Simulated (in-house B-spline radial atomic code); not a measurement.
# PBE excitations of the indium ion In³⁺

Method: PBE. Computed with an all-electron radial atomic-structure program (B-spline basis): linear response of the closed shell [Kr] 4d10 with the functional's adiabatic kernel; scalar-relativistic (spin-free one-electron X2C), finite nucleus, no spin-orbit coupling, no double excitations, S, P, D and F terms only; shells from n = 2 respond. Only terms of natural parity with L up to 3 were computed.

Command:
```bash
python run_td.py task.json out
```
Settings (radii: box in bohr, nucleus in fm):
```
Z                        49
electrons                46
configuration            [Kr] 4d10
hamiltonian              x2c
method                   pbe,pbe
box_radius               2.5
wall_radius              2.5
rms_radius               4.6156
intervals                63
```

Time taken, with all properties: 1.1 s on 1 thread of Intel(R) Xeon(R) Platinum 8559C (Emerald Rapids), with other jobs on the host.

Confined states, up to the first strongly mixed one, which can leave gaps near the end. Labels give the largest channel, * marks a mixed state, and oscillator strengths are full-response dipole values. Semilocal kernels can invert the small singlet-triplet splittings of Rydberg terms. Energies in eV:

```json
{"state": "4d → 5s 3D", "full response": "32.62", "Tamm-Dancoff": "32.66", "oscillator strength": "-"}
{"state": "4d → 5s 1D", "full response": "33.91", "Tamm-Dancoff": "33.93", "oscillator strength": "-"}
{"state": "4d → 5p 3P", "full response": "50.25", "Tamm-Dancoff": "50.31", "oscillator strength": "-"}
{"state": "4d → 5p 3F", "full response": "50.66", "Tamm-Dancoff": "50.70", "oscillator strength": "-"}
{"state": "4d → 5p 1F", "full response": "51.71", "Tamm-Dancoff": "51.71", "oscillator strength": "-"}
{"state": "4d → 5p 1P", "full response": "53.52", "Tamm-Dancoff": "53.67", "oscillator strength": "1.11"}
{"state": "4d → 4f 3P", "full response": "57.43", "Tamm-Dancoff": "57.49", "oscillator strength": "-"}
{"state": "4d → 4f 3F", "full response": "58.50", "Tamm-Dancoff": "58.54", "oscillator strength": "-"}
{"state": "4d → 4f 1F", "full response": "61.22", "Tamm-Dancoff": "61.29", "oscillator strength": "-"}
{"state": "4d → 4f 1P", "full response": "?", "Tamm-Dancoff": "?", "oscillator strength": "?"}
{"state": "4d → 5d 3S", "full response": "82.05", "Tamm-Dancoff": "82.15", "oscillator strength": "-"}
{"state": "4d → 5d 3D", "full response": "84.19", "Tamm-Dancoff": "84.22", "oscillator strength": "-"}
{"state": "4d → 5d 1D", "full response": "?", "Tamm-Dancoff": "?", "oscillator strength": "-"}
{"state": "4p → 5s 3P", "full response": "93.36", "Tamm-Dancoff": "93.38", "oscillator strength": "-"}
{"state": "4p → 5s 1P", "full response": "94.75", "Tamm-Dancoff": "94.84", "oscillator strength": "1.19"}
{"state": "4d → 5d 1S", "full response": "95.61", "Tamm-Dancoff": "96.61", "oscillator strength": "-"}
```

Q: Where does 4d → 5d 1D lie?

A: At 85.82 eV in full response, 85.85 eV in Tamm-Dancoff.

Q: Where does 4d → 4f 1P lie?

A: At 76.43 eV in full response, 79.40 eV in Tamm-Dancoff, oscillator strength 11.2.

Q: How large is the singlet-triplet splitting of 4d → 5s (D terms) in Tamm-Dancoff?

A: 1.28 eV, from the unrounded values.

Q: What polarisabilities and dispersion coefficient does the method give?

A: Dipole 1.867 bohr³, quadrupole 2.87 bohr⁵, C6 7.323 hartree·bohr⁶ for two such species.
